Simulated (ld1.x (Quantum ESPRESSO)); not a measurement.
## Ranking TM potentials for Cd (Z = 48)

All share these settings but for the change named:

- Element: Cd (Z = 48)
- Generator: ld1.x (Quantum ESPRESSO) 7.5
- Type: norm-conserving Troullier–Martins (Kleinman–Bylander form)
- Functional: LDA (PZ)
- Relativity: fully relativistic
- Frozen core: [Ar] 3d10 4s2
- Valence charge: 18
- Reference configuration: 4p6 4d10 5s1 5p0 (charge +1)
- Partial waves: 4p (bound): rc 0.85 bohr; 4d (bound): rc 1.80 bohr; 5s (bound): rc 1.70 bohr
- Local potential: the s channel
- Core correction: Bessel-smoothed model core, default radius (core density twice the valence density)

Open shells are filled in proportion to 2j + 1 (rel_dist='average').

Cutoff: the first of the cutoffs (Ry, on a coarse ladder) from which the occupation-weighted sum of valence levels, in a spherical-Bessel basis at the reference potential, stays within 10 and 1 mRy of its value at 400 Ry; the density cutoff is not measured.

The base gives 180 Ry.

Of 8 variants that were run, those that failed, showed a ghost or another fault, or gave nearly equal values are left out.

A variant can come out equal or close to the base.

Task: Rank these variants from softest to hardest (loose cutoff).
A. wave 4p (bound): rc 0.85 bohr becomes 4p (bound): rc 1.16 bohr
B. wave 4p (bound): rc 0.85 bohr becomes 4p (bound): rc 0.86 bohr
C. wave 4p (bound): rc 0.85 bohr becomes 4p (bound): rc 1.26 bohr

Result: C (90 Ry), A (120 Ry), B (180 Ry).
